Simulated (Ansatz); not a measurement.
Cartesian coordinates in Å:
```
C 1.1707 2.0808 0.6210
C 0.8659 0.8635 0.9610
C 0.5336 -0.3596 1.2578
Si -0.5041 -1.3712 0.1012
C -0.9721 -0.4208 -1.4160
F 0.3424 -2.6680 -0.3251
H 0.5303 2.9138 0.8895
H 2.0812 2.2957 0.0721
H 0.8661 -0.7778 2.2071
H -1.6954 -1.8880 0.8233
H -1.6067 0.4296 -1.1551
H -0.0870 -0.0380 -1.9285
H -1.5248 -1.0600 -2.1084
```

The species carries charge 0 and has multiplicity 1.

Q: List the B3LYP/def2-TZVPP orbital energies in eV (Ansatz 0.2.0). (Estimate.)

A: Computed: Occupied: -1799.66, -671.08, -277.87, -277.13, -276.93, -276.48, -144.07, -99.45, -99.37, -99.36, -32.03, -21.98, -19.65, -19.18, -14.98, -14.04, -12.75, -12.49, -12.34, -12.17, -11.79, -11.22, -11.05, -9.81, -8.92, -7.83, -7.40. Lowest empty: -0.68, -0.09, 0.87, 1.30, 1.47, 2.03, 2.45, 2.63.

B3LYP here is the variant with VWN-RPA as its local correlation; programs differ in this.
